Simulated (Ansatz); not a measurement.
Computed with Ansatz on PBE0-D4/def2-TZVP structures; ΔE is electronic, products minus reactants. CCSD(T)/CBS adds triple-zeta CCSD(T) − MP2 to the extrapolated MP2 energy (def2 sets, frozen cores). Functionals use def2-TZVPP. For Zn outer-core shells are correlated without core-valence functions, which leaves a few kJ/mol of doubt a bond. Scalar relativity is left out up to krypton. One conformer a species, not always the lowest.

Reaction (redistribution): `B[SiH2][SiH2]O` + `C[CH2][Zn][Cl]` → `[BH2][Zn][CH2]C` + `O[SiH2][SiH2]Cl`

CCSD(T)/CBS gives +17.5 kcal/mol.

Q: Another level gave +17.2 kcal/mol. Which?
A. HF/def2-TZVPP
B. B2PLYP/def2-TZVPP
C. r2SCAN-D4/def2-TZVPP
D. MP2/def2-TZVPP

A: B. B2PLYP 17.2, r2SCAN-D4 18.6, MP2/def2-TZVPP 16.1, HF/def2-TZVPP 19.6 kcal/mol.

Largest T1 diagnostic among the species: 0.014.

In def2-TZVPP, CCSD(T) changes the Hartree–Fock value by −2.4 kcal/mol (the triples alone add −0.2 kcal/mol) and MP2 by −3.5 kcal/mol.
